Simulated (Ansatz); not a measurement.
Total energies of C5H11F3Zr (`CC(C)(C)[CH2][Zr]([F])([F])[F]`).

Z-matrix (Å, degrees):
```
Zr
C 1 2.208
C 1 3.220 2 25.1
F 1 1.902 2 106.1 3 -82.7
F 1 1.900 2 105.3 3 159.0
F 1 1.904 2 108.9 3 39.1
H 1 2.674 2 23.8 3 -120.2
H 2 1.099 1 109.8 3 -127.7
C 3 1.526 1 97.9 2 112.3
C 3 1.529 1 81.4 2 -139.2
C 3 1.528 1 144.9 2 -28.3
H 9 1.093 3 110.7 1 143.3
H 9 1.094 3 111.7 1 23.4
H 9 1.093 3 110.8 1 -97.2
H 10 1.093 3 111.5 1 80.3
H 10 1.093 3 111.1 1 -159.4
H 10 1.098 3 111.9 1 -41.0
H 11 1.093 3 110.8 1 76.5
H 11 1.094 3 111.1 1 -163.5
H 11 1.093 3 111.0 1 -43.3
```

Total charge 0; spin multiplicity 1. Correlated methods include outer-core shells of Zr, which these sets cover unevenly. Zr: def2 effective core potential. Geometry: relaxed with PBE0-D4/def2-TZVP. It is one conformer, not always the lowest. Basis def2-TZVPP, Ansatz 0.2.0.

RPA on PBE orbitals: Hartree–Fock energy of these orbitals -540.93955 Eh, correlation -3.12165 Eh (frozen core).

```tsv
functional	kind	energy without D4 (Eh)	D4 term (kJ/mol)
PBE	GGA	-543.67219	-50.7
BLYP	GGA	-544.05347	-108.5
r2SCAN	meta-GGA	-544.00722	-13.7
B97M-V	meta-GGA with VV10	-544.13968	–
PBE0	global hybrid, 25 % exact exchange	-543.67642	-43.5
B3LYP	global hybrid, 20 %	-544.24861	-80.5
r2SCANh	meta-GGA hybrid, 10 %	-543.96575	-14.5
BHLYP	global hybrid, 50 %	-543.88763	-61.5
CAM-B3LYP	range-separated hybrid	-544.00214	-44.3
LC-ωPBE	long-range corrected hybrid	-543.96016	–
ωB97X-V	range-separated hybrid GGA with VV10	-544.04210	–
ωB97M-V	range-separated hybrid meta-GGA with VV10	-543.95627	–
B2PLYP	double hybrid	-543.79278	–
PBE-QIDH	double hybrid	-543.56381	–
```

Give the same for LDA (SPW92), revPBE, r2SCAN0, HSE06 (plane-wave form). (Best estimate.)

Ansatz gave: 
```json
{"functional": "LDA (SPW92)", "kind": "LDA", "energy without D4 (Eh)": "-540.34607", "D4 term (kJ/mol)": "–"}
{"functional": "revPBE", "kind": "GGA", "energy without D4 (Eh)": "-544.08954", "D4 term (kJ/mol)": "-148.1"}
{"functional": "r2SCAN0", "kind": "meta-GGA hybrid, 25 %", "energy without D4 (Eh)": "-543.90646", "D4 term (kJ/mol)": "-15.9"}
{"functional": "HSE06 (plane-wave form)", "kind": "screened hybrid", "energy without D4 (Eh)": "-543.65051", "D4 term (kJ/mol)": "-40.7"}
```

B3LYP takes the VWN-RPA correlation (the form of Gaussian; ORCA's B3LYP/G). HSE06 is the plane-wave form, built on full-range PBE exchange. The double hybrids freeze the cores in their second-order part.

LC-ωPBE has ω = 0.4 bohr⁻¹.
